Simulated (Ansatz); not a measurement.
Molecule (SMILES): [AlH] (AlH) (closed-shell singlet).
Geometry (B3LYP-D3(BJ)/def2-TZVP, fixed):
```xyz
2

Al     0.0000     0.0000    -0.1187
H      0.0000     0.0000     1.5432
```
Charge 0, spin multiplicity 1.

How fast the dipole moment converges with the basis for several methods (Ansatz, an electronic-structure program): deviation from each method's own reference, in D. References: CCSD(T) 0.162 D, the value in aug-pcseg-3; MP2 0.103 D, the value in aug-cc-pV(5+d)Z; PBE 0.155 D, the value in aug-cc-pV(5+d)Z; PBE0 0.108 D, the value in aug-cc-pV(5+d)Z. All functions are spherical. In correlated methods cores are frozen. A restricted Hartree-Fock determinant is unstable towards unrestricted orbitals. No added dispersion term, no relativity. The reference of a correlated method is not its basis-set limit, which lies further on.

| basis | functions | CCSD(T) | MP2 | PBE | PBE0 |
|---|---|---|---|---|---|
| def2-SV(P) | 20 | -0.194 | -0.246 | -0.243 | -0.216 |
| def2-SVP | 23 | -0.058 | -0.149 | -0.248 | -0.224 |
| def2-TZVP | 43 | -0.086 | -0.058 | -0.050 | -0.032 |
| cc-pV(T+d)Z | 53 | -0.041 | -0.021 | -0.079 | -0.059 |
| def2-TZVPP | 56 | -0.027 | -0.005 | -0.047 | -0.030 |
| 6-311++G(3df,3pd) | 65 | 0.006 | 0.020 | -0.006 | -0.009 |
| def2-QZVPP | 100 | -0.030 | -0.011 | -0.017 | -0.014 |
| def2-QZVPPD | 109 | -0.014 | 0.006 | -0.002 | -0.002 |

Mean absolute deviation over def2-TZVP, cc-pV(T+d)Z, def2-TZVPP, 6-311++G(3df,3pd): MP2 0.026, PBE0 0.033, CCSD(T) 0.040, PBE 0.045 D.
